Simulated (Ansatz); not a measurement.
ClF, charge +1, doublet, at a GFN2-xTB geometry (a state made from the parent by changing its charge; the spin is typed, not shown lowest). Base run: BLYP/6-31G run with Ansatz (an electronic-structure program).

Here is a job for Ansatz.
Ansatz 0.2 input:
```yaml
crystal:
  periodic: [false, false, false]
  atoms:
    - {symbol: F, position_ang: [-0.00000000, -0.00000000, -1.04610145]}
    - {symbol: Cl, position_ang: [0.00000000, 0.00000000, 0.55381842]}
basis:
  gaussian:
    orbitals: 6-31G
hamiltonian:
  xc: blyp
total_charge: 1
magnetization: {spin_polarized: true, initial_magnetization: 1}
```

Variants of this job, named by their change:

| change | E (Eh) | SCF-reference <S^2> |
|---|---|---|
| base | -559.42596 | 0.751 |
| functional = pbe | -559.14840 | 0.750 |
| functional = hf | -558.31573 | 0.792 |
| functional = B2PLYP | -559.15529 | 0.753 |
| functional = b3lyp | -559.42865 | 0.751 |
| functional = r2scan | -559.34480 | 0.751 |
| functional = PBE-QIDH | -558.96823 | 0.755 |
| functional = B2GP-PLYP | -559.06635 | 0.754 |
| functional = wB97M-V | -559.36721 | 0.751 |
| functional = pbe; dispersion = d3bj | -559.14881 | 0.750 |
| functional = PBE0-DH | -559.10336 | 0.753 |
| functional = wB97X | -559.38318 | 0.751 |
| functional = b3lyp5 | -559.33241 | 0.751 |

Total energies compare only within one method and basis.
